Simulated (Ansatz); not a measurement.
Consider the hydrogenolysis of a B–C bond: `N#CBCl` + H₂ → `BCl` + `C#N`.

Computed with Ansatz on PBE0-D4/def2-TZVP structures; ΔE is electronic, products minus reactants. CCSD(T)/CBS is the MP2 limit (def2-TZVPP, def2-QZVPP) plus CCSD(T) − MP2 in def2-TZVPP, frozen cores. This one scheme is used for every species.

| species | CCSD(T)/CBS(def2) energy (Eh) |
| --- | --- |
| `N#CBCl` | -577.94276 |
| H₂ | -1.17544 |
| `BCl` | -485.78909 |
| `C#N` | -93.32098 |

Q: Work out ΔE.

A: ΔE = (-485.78909) + (-93.32098) − (-577.94276) − (-1.17544) = 0.00813 Eh = +0.22 eV.

Largest T1 diagnostic among the species: 0.014.

In def2-TZVPP, CCSD(T) changes the Hartree–Fock value by +0.19 eV (the triples alone add +0.05 eV) and MP2 by +0.26 eV. From PBE to PBE0 (25 % exact exchange), in def2-TZVPP and without D4, ΔE moves by −0.07 eV. The D4 term adds +0.06 eV with B3LYP and +0.03 eV with PBE0; it sums over pairs of atoms, weighted by their polarisabilities, and B3LYP, whose exchange is more repulsive, gets the larger term.

B3LYP here is the variant with VWN-RPA as its local correlation; programs differ in this.
